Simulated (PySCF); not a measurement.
# Removal energies of Hg⁵²⁺ from EOM-IP-GCCSD

Reference: closed-shell Hg⁵²⁺, [Ar] 3d10; one electron is removed. Calculated with PySCF 2.14, two-component X2C-1e with screened spin-orbit coupling, an even-tempered Gaussian basis (18 s from 4.9 bohr⁻², ratio 2.6; 15 p from 6.4 bohr⁻², ratio 2.6; 10 d from 6.4 bohr⁻², ratio 2.6; 5 f from 6.6 bohr⁻², ratio 2.8); frozen [Ar]; the 98 highest virtual spinors dropped; of the others 70 kept and the rest restored at second order. No Breit or QED terms. Binding energies in eV.

```tsv
level	Koopmans
3d3/2	5162.0
3d5/2	5062.4
```

Q: How does correlation move these levels?

A: 3d3/2: second order 5161.2, EOM-CCSD 5161.3; 3d5/2: second order 5061.8, EOM-CCSD 5061.9.

For comparison, the ionisation energy of Hg⁵²⁺ is 5055 ± 4 eV (theoretical estimate listed by NIST; NIST Atomic Spectra Database, ionization energies).
